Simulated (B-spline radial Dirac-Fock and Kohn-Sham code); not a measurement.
Levels of muonic ⁹⁰Mo

Nucleus: ⁹⁰Mo, Fermi distribution (skin thickness 2.3 fm), rms radius 4.3265 fm (measured, Angeli and Marinova 2013).

These are calculated numbers from a radial B-spline solver; the model is the Dirac equation of a negative muon with reduced mass in the field of a spherical finite nucleus, with the Uehling potential to all orders; nuclear polarisation, deformation, hyperfine structure, self-energy, higher-order vacuum polarisation, relativistic recoil and electron screening are left out.

```
level  binding (keV)  point nucleus, no QED (keV)  vacuum polarisation (keV)  ⟨r⟩ (fm)
1s1/2           3978                         5078                     27.740      11.4
2s1/2           1123                         1277                      5.507      40.3
2p1/2           1274                         1277                      6.714      29.5
2p3/2           1249                         1246                      6.317      30.2
3s1/2          517.2                        564.2                      1.820      87.6
3p1/2          562.8                        564.2                      2.061      74.4
3p3/2          555.6                        555.1                      1.962      75.5
3d3/2          556.7                        555.1                      1.641      63.1
3d5/2          553.7                        552.1                      1.607      63.6
```

Question: By how much does the finite nuclear size lower the 1s binding energy?

Answer: By 1128 keV, 22.22 % of the point-nucleus value (point value plus vacuum polarisation less the binding energy). The 1s orbit has ⟨r⟩ = 11.4 fm.
